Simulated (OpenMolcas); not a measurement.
Tb3+ with 7 ligands (fluoride) in pentagonal bipyramidal coordination (D5h). The axial distance is 1.01 times the equatorial one, R.

```yaml
Program: OpenMolcas
Method: CASSCF
Basis: ANO-RCC-VDZP [7s6p4d2f1g]
Scalar_Hamiltonian: DKH2, point nucleus
Active_space: 8 electrons in 7 orbitals (4f)
State_averaging: 2S+1 = 7 even, 7 roots; 2S+1 = 5 even, 62 roots kept (CI in the orbitals of an earlier block); 2S+1 = 3 even, 1 root kept (CI in the orbitals of an earlier block, 0 in the spin-orbit step)
Spin-orbit_coupling: RASSI with atomic mean-field integrals over the reference wave functions
```

All ligands move together. At R = 2.26 Å the width of the lowest J multiplet is 639 cm-1, and at R = 2.29 Å it is 610 cm-1.

Q: A third run gives 540 cm-1. What distance was it run at?

A: With a power law R^-n the two known points give n = -ln(610 / 639) / ln(2.29 / 2.26) = 3.52. Then R = 2.26 × (639 / 540)^(1/3.52) = 2.371 Å. The run was at 2.37 Å, so the estimate is off by +0.001 Å.

High states are left out of the spin-orbit mixing, which shifts the levels that they would mix with. Without dynamic correlation the ligand-field splitting of an f shell can come out too small, at times by half. No measured value stands beside these numbers; the geometry is a model, was not optimised and need not be the one that this ion takes.
